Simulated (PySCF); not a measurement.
# How methods differ on the excitation energy of Te

Te [Kr] 4d10 5s2 5p4 (3P) → Te [Kr] 4d10 5s2 5p3 5d1 (5D), as a difference of total energies. Computed with PySCF 2.14 in aug-cc-pVTZ-DK3, with the spin-free X2C one-electron Hamiltonian (Gaussian nucleus). Correlated levels: valence: [Kr] 4d10 frozen. The calculations carry no spin-orbit coupling.

```
           method  excitation energy (eV)  error (eV)
              UHF                   6.336      -0.319
              LDA                   6.961      +0.306
              PBE                   6.685      +0.030
             PBE0                   6.775      +0.120
           r2SCAN                   6.863      +0.208
             PW91                   6.723      +0.068
             BP86                   6.793      +0.138
             MN15                   7.070      +0.415
            M06-L                   6.881      +0.226
    MP2 (valence)                   6.756      +0.101
SCS-MP2 (valence)                   6.911      +0.256
```

Reference: 6.655 eV (measured; NIST levels, between the centres of gravity of the two terms).

Errors of the correlated levels include the incompleteness of this basis and the frozen core.

The promoted electron is Rydberg-like, and one or two diffuse shells describe it only roughly, which tends to raise the upper state.

In the upper state the promoted electron has a positive orbital energy at LDA, PBE, r2SCAN, PW91, BP86, M06-L, so the basis confines it.
